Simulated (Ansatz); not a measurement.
Basis-set series for C2H6OSi (`C[SiH2]C=O`). Total charge 0; spin multiplicity 1. The structure was optimised at the PBE0-D4/def2-TZVP level. It is one conformer, not always the lowest.

| functional | basis | functions | energy (Eh) | HOMO (eV) | LUMO (eV) |
| --- | --- | --- | --- | --- | --- |
| PBE0-D4 | def2-SVP | 90 | -444.01230 | -6.79 | -1.22 |
| PBE0-D4 | def2-TZVPP | 219 | -444.29343 | -6.94 | -1.45 |
| ωB97M-V | def2-SVP | 90 | -444.21171 | -9.09 | 1.17 |
| ωB97M-V | def2-TZVPP | 219 | -444.50161 | -9.26 | 0.85 |

(1) Give the rows for def2-QZVPP. (Best estimate.)

## Answers

(1) The calculation gave: 
```tsv
functional	basis	functions	energy (Eh)	HOMO (eV)	LUMO (eV)
PBE0-D4	def2-QZVPP	421	-444.31202	-6.97	-1.51
ωB97M-V	def2-QZVPP	421	-444.51920	-9.29	0.76
```

Positive LUMOs are unbound and depend on the basis.

Program: Ansatz 0.2.0.
